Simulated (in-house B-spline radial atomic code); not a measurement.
Ionising neutral magnesium with different functionals

Computed with a radial B-spline atomic code at the basis-set limit: scalar-relativistic (spin-free X2C) Hamiltonian, Fermi nucleus of rms radius 3.057 fm, spin-polarised at highest spin, spherical fractional occupations for the functionals, the average over the highest-spin determinants for Hartree-Fock. The ionisation energy is the difference of two self-consistent energies, [Ne] 3s2 → [Ne] 3s1, without Breit or QED terms; ε is the level of the shell that loses the electron (its least bound occupied spin orbital).

```csv
method,rung,ΔSCF (eV),-ε(3s) (eV)
Hartree-Fock,Hartree-Fock,6.62,6.90
HF fractional,Hartree-Fock,6.62,6.90
LDA VWN5,LDA,7.73,4.78
LDA PW92,LDA,7.74,4.78
LDA exchange-only,LDA,6.50,3.87
PBE,GGA,7.62,4.71
PBEsol,GGA,7.54,4.68
BLYP,GGA,7.64,4.57
RPBE,GGA,7.64,4.68
PW91,GGA,7.66,4.74
BP86,GGA,7.72,4.82
AM05,GGA,7.48,4.64
OLYP,GGA,7.54,4.49
TPSS,meta-GGA,7.56,4.76
SCAN,meta-GGA,7.40,4.83
revTPSS,meta-GGA,7.57,4.82
PBE0,global hybrid,7.55,5.43
B3LYP,global hybrid,7.73,5.30
TPSSh,global hybrid,7.55,5.05
BHandHLYP,global hybrid,7.56,6.03
r2SCAN0,global hybrid,7.40,5.49
B97-1,global hybrid,7.73,5.24
HSE06,range-separated hybrid,7.55,5.05
wB97X,range-separated hybrid,7.61,7.33
CAM-B3LYP,range-separated hybrid,7.71,6.49
LC-wPBE,range-separated hybrid,7.48,7.50
```

(1) Among the functionals, which spreads more, the ΔSCF values or the orbital energies?

(2) How do they compare with the NIST value?

## Answers

(1) The orbital energies: ΔSCF values span about 1.24 eV and the orbital energies 3.63 eV.

(2) NIST lists 7.646 eV (measured, ground level to ground level). Errors run from -1.15 to +0.09 eV; BLYP is closest (-0.01 eV), but part of that can be cancellation, since the calculations leave out Breit-QED terms, the near-degeneracy of s² and p². Hartree-Fock also lacks correlation.
